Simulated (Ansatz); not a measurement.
```yaml
crystal:
  periodic: [false, false, false]
  atoms:
    - {symbol: C, position_ang: [-2.761740, 2.221043, -1.858027]}
    - {symbol: O, position_ang: [-1.789602, -0.272274, -0.231420]}
    - {symbol: C, position_ang: [0.762721, -0.876025, -0.588135]}
    - {symbol: Al, position_ang: [2.122823, -2.879701, 2.742314]}
    - {symbol: Cl, position_ang: [2.991688, 1.364570, 3.224846]}
    - {symbol: H, position_ang: [-0.985110, 2.493349, -3.331667]}
    - {symbol: H, position_ang: [-2.733447, 3.523539, -0.550117]}
    - {symbol: H, position_ang: [-4.340986, 1.794465, -2.571868]}
    - {symbol: H, position_ang: [1.849666, 0.359178, -1.615635]}
    - {symbol: H, position_ang: [4.738162, -4.228817, 1.440451]}
    - {symbol: H, position_ang: [0.456709, -4.043771, 4.213651]}
basis:
  gaussian: {orbitals: "6-31++G**", fitting: {mean_field: def2-universal-jkfit}}
hamiltonian: {xc: {name: B97}}
output: {forces: true}
```

```sh
$ ansatz run in.yaml --threads 4 --pin off --events-out ev --progress --plain --max-ram 10444MiB
```

Shortened log:

```
Functional definition: B97
591 factors; integrals over basis functions are off by at most 4.6e-1 eV
mean field evaluation 1: about -23269.3979 eV, gradient 9.1e1 eV
mean field evaluation 2: about -22649.3923 eV, gradient 2.0e2 eV
mean field evaluation 4: about -23163.8127 eV, gradient 1.1e2 eV
mean field evaluation 8: about -23298.9103 eV, gradient 1.0e0 eV
mean field evaluation 16: about -23298.9380 eV, gradient 2.8e-4 eV
mean field -23298.93798884 eV, -856.2201785026 hartree, gradient 3.5e-6 eV, S^2 0.000000; 10 other end points of the search recorded, 0 dependent functions left out
reference -23298.93807318 eV, -856.2201816018 hartree; 28, 28 occupied and 111, 111 virtual orbitals, 591 factors
Total energy: -23298.93807318 eV, -856.2201816018 hartree
Atom 0 at    -2.761740     2.221043    -1.858027 Å, force    -0.883473     0.923030     0.253383 eV/Å
Atom 1 at    -1.789602    -0.272274    -0.231420 Å, force     2.069259     0.372688    -1.003774 eV/Å
Atom 2 at     0.762721    -0.876025    -0.588135 Å, force    -0.285760     2.525175    -1.229487 eV/Å
Atom 3 at     2.122823    -2.879701     2.742314 Å, force    -0.308279    -0.716252     0.675245 eV/Å
Atom 4 at     2.991688     1.364570     3.224846 Å, force    -0.114900    -0.539300    -0.100612 eV/Å
Atom 5 at    -0.985110     2.493349    -3.331667 Å, force    -1.829327    -0.247680     1.428757 eV/Å
Atom 6 at    -2.733447     3.523539    -0.550117 Å, force    -0.235536    -2.615142    -2.699837 eV/Å
Atom 7 at    -4.340986     1.794465    -2.571868 Å, force     3.390930     1.048504     1.605025 eV/Å
Atom 8 at     1.849666     0.359178    -1.615635 Å, force    -2.156217    -2.029212     1.745480 eV/Å
Atom 9 at     4.738162    -4.228817     1.440451 Å, force    -0.790312     0.431028     0.365575 eV/Å
Atom 10 at     0.456709    -4.043771     4.213651 Å, force     1.143613     0.847161    -1.039755 eV/Å
Dipole moment:    -0.332482    -0.846211    -0.737584 e Å
```

(1) Something in this input is off. What?

Answers

(1) The coordinates are in bohr but typed as ångström. The run converged. The result belongs to that input, not to the molecule as meant.
